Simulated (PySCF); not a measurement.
## Shapes and spin states of [MnCl3]+

Method: PySCF, PBE, basis Mn def2-SVP, Cl def2-SVP (no relativity, density fitting).

Relaxations began from a few typed shapes and spin states; open shells are unrestricted. The search is not exhaustive: other isomers or separated fragments can lie lower, and high-lying points may rest on an excited occupation.

```
                                spin  group                              bonds                                angles  imaginary modes (cm⁻¹)  ΔE (kJ/mol)  ΔE with ZPE (kJ/mol)
                             quartet    D3h                 Mn–Cl 2.064 Å (×3)                  Cl–Mn–Cl 120.0° (×3)                    none          0.0                   0.0
broken-symmetry Ms = 1/2 (⟨S²⟩ 1.74)    D3h                 Mn–Cl 2.047 Å (×3)                  Cl–Mn–Cl 120.0° (×3)                    none         77.6                  77.9
broken-symmetry Ms = 3/2 (⟨S²⟩ 4.73)    C2v  Mn–Cl 2.154 Å (×2), Mn–Cl 2.189 Å  Cl–Mn–Cl 87.8° (×2), Cl–Mn–Cl 175.7°                    none         86.5                  83.8
```

The lowest minimum found is the quartet D3h: Mn–Cl 2.064 Å (×3); Cl–Mn–Cl 120.0° (×3).

Formally Mn is in oxidation state +4, d3, with 3 unpaired electrons (the high-spin count). The Mulliken spin on Mn is 3.13. The polar-tensor charge on Mn, 1.14, is far below the formal one.

For the lowest minimum: open d and f shells are described by one determinant, and the ground state may have another occupation or spin.

The electron or spin density has lower symmetry than the nuclear frame for the broken-symmetry Ms = 1/2 (⟨S²⟩ 1.74) D3h at 77.6 kJ/mol.
